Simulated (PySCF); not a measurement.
Static response to an electric field

Species: C9H13N.
Structure used (PBE0-D3(BJ)/def2-SVP), in Å, numbered top down from 1:
```xyz
23
C9H13N angstrom
C      1.2126    1.9013    1.2225
C      1.3441    0.6269    0.4426
C      2.6094    0.1240    0.1298
C      2.7802   -1.0104   -0.6608
C      1.6579   -1.6600   -1.1649
C      0.3846   -1.1884   -0.8564
C      0.2049   -0.0575   -0.0460
N     -1.0837    0.4316    0.2548
C     -1.5046    0.3102    1.6328
C     -2.1409    0.1183   -0.6701
H      1.1226    1.7248    2.3080
H      0.3144    2.4521    0.9058
H      2.0949    2.5401    1.0740
H      3.4887    0.6606    0.4983
H      3.7842   -1.3716   -0.8946
H      1.7680   -2.5446   -1.7972
H     -0.4879   -1.7163   -1.2445
H     -0.6968    0.5924    2.3185
H     -2.3599    0.9775    1.8258
H     -1.8144   -0.7255    1.8885
H     -3.0036    0.7720   -0.4663
H     -1.8110    0.3026   -1.7023
H     -2.5024   -0.9308   -0.6026
```

Level: CAM-B3LYP/def2-SVPD (PySCF), static field, nuclei fixed, core orbitals frozen in the response. The polarisability tensor in these axes (au):

```
x   139.59  -4.29  -5.10
y    -4.29 109.04  23.36
z    -5.10  23.36  98.71
```

**Question.** Diagonalise the tensor; give its mean and Δα, where Δα² is half the sum of the squared differences of the eigenvalues.

**Answer.** Principal values 79.92, 124.90 and 142.53 au; mean 115.78 au = 17.16 Å³ = 19.09 × 10⁻⁴⁰ C²·m²/J; Δα = 55.91 au (48 % of the mean).

**Question.** What is the dipole moment, and where does it point?

**Answer.** (-0.89, 0.07, 0.39) D, 0.97 D in size, pointing from the negative to the positive side. Measured along this direction, the outermost atoms are H15 at the negative end and H19 at the positive end.

**Question.** What would n − 1 = 2πNα be for an ideal gas of these molecules at 400 K and 1 atm, electronic part alone?

**Answer.** N = p/kT = 1.8347 × 10¹⁹ cm⁻³, so n − 1 = 2π × N × 17.16 × 10⁻²⁴ cm³ = 1978 × 10⁻⁶ at long wavelengths, for an ideal gas.

**Question.** How large is μ²/3kT at 350 K beside α?

**Answer.** In Gaussian units μ²/3kT = 6.47 Å³ against 17.16 Å³, a ratio of 0.38; the Debye molar polarisation (4π/3)N_A(α + μ²/3kT) is 59.6 cm³/mol, leaving out the vibrational part.

**Question.** Traceless (Buckingham) quadrupole moment about the centre of nuclear charge: eigenvalues?

**Answer.** -6.92, 2.04, 4.88 D·Å. The values depend on the origin, since the dipole doesn't vanish. The electronic extent ⟨r²⟩ about the same centre is 1509 bohr², a root-mean-square distance of 2.39 Å for the 74 electrons.

Geometry: PBE0-D3(BJ)/def2-SVP; no solvent, vibrations or thermal averaging.

These values come from a run that also computed excited states and ΔSCF ions. Hardware: one thread of an x86-64 server (shared host). Cost: 5.9 min of wall time.
